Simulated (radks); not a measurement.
Q: Species: C I. Configuration: [He] 2s2 2p2. All-electron calculation, scalar-relativistic Kohn-Sham, RPBE, spin-polarised, spherical densities, finite nucleus; open shells are filled with parallel spins first; Fermi nuclear charge, rms radius 2.4702 fm. Program: a radial shooting solver on a logarithmic mesh with Libxc functionals. Some entries of the table are withheld. Estimate them.

orbital,occ.,eigenvalue (Ry),<r> (bohr),r(max) (bohr)
1s up,1,(1),0.2705,(2)
1s down,1,(3),0.2699,(4)
2s up,1,-1.08036,1.552,1.209
2s down,1,-0.87557,1.608,1.225
2p up,2,-0.44562,1.750,(5)
2p down,0,-0.26292,1.955,(6)

A: 
(1) 1s up eigenvalue (Ry): -20.09757
(2) 1s up r(max) (bohr): 0.1739
(3) 1s down eigenvalue (Ry): -20.04519
(4) 1s down r(max) (bohr): 0.1737
(5) 2p up r(max) (bohr): 1.198
(6) 2p down r(max) (bohr): 1.243
